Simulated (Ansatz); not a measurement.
System: ZrO, net charge 0, singlet state. 
Geometry from a B3LYP-D3(BJ)/def2-TZVP (Ansatz, a program for electronic structure) optimisation:
```xyz
2

Zr     0.0000     0.0000    -0.2863
O      0.0000     0.0000     1.4315
```
Charge 0, spin multiplicity 1.

Property: atomisation energy (electronic, to ground-state atoms), in kcal/mol. Correlated levels leave the core frozen unless marked. Open shells are spin-unrestricted. Spin-orbit coupling is left out. Frozen are the shells of the preceding noble gas and the d and f shells that filled before the atom's block. In def2 rows, elements after Kr have scalar-relativistic effective core potentials. The coupled-cluster limit lacks core correlation, which all-electron functionals hold. CBS marks a two-point X^-3 extrapolation of the correlation energy; Hartree-Fock from the larger set.

| level | program | atomisation energy (kcal/mol) |
|---|---|---|
| B3LYP-D4/def2-TZVPD | Ansatz + dftd4 | 176.7 |
| PBE0-D4/def2-TZVPD | Ansatz + dftd4 | 174.5 |

Problem. Estimate the value at CCSD(T)/CBS(def2-TZVPPD,def2-QZVPPD) as computed with Ansatz.

Solution. 181.0 kcal/mol
